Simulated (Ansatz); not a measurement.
System: C2H7O2Si, charge 0, multiplicity 2. It need not be the lowest isomer of its formula. SMILES: C[Si](C)(O)[O]
Structure (B3LYP-D3(BJ)/def2-TZVP (Ansatz, a quantum-chemistry and plane-wave program) minimum search):
```xyz
12

Si     0.0225     0.0636     0.0448
C      1.5208    -1.0399     0.0865
C     -1.5224    -0.7813    -0.6219
O     -0.4855     0.4613     1.5685
O      0.4597     1.3576    -0.8785
H      1.3062    -1.9606     0.6297
H      2.3559    -0.5350     0.5737
H      1.8246    -1.2913    -0.9315
H     -1.3285    -1.0431    -1.6655
H     -2.3884    -0.1204    -0.5845
H     -1.7496    -1.6876    -0.0617
H     -0.1197     2.1234    -0.8951
```
Charge 0, spin multiplicity 2.

Computed values are from Ansatz. Valence correlation only, unless marked. Open shells are spin-unrestricted. Spin-orbit coupling is left out. No relativistic terms. CBS(X,Y): correlation extrapolated as X^-3; Hartree-Fock from the larger set. [CCSD(T)-MP2]/basis is that difference in the basis named.

**Question.** What is the T1 diagnostic at CCSD/cc-pV(T+d)Z?

**Answer.** 0.016.

**Question.** What is the dipole moment at wB97M-V/def2-TZVPD?

**Answer.** 1.53 D.

**Question.** What is the atomisation energy De at RI-MP2/CBS(cc-pV(T+d)Z,cc-pV(Q+d)Z)+[CCSD(T)-MP2]/cc-pV(T+d)Z?

**Answer.** 4586.6 kJ/mol.

**Question.** What is the total energy at RI-MP2/CBS(cc-pV(T+d)Z,cc-pV(Q+d)Z)+[CCSD(T)-MP2]/cc-pV(T+d)Z?

**Answer.** -519.7800 Eh.
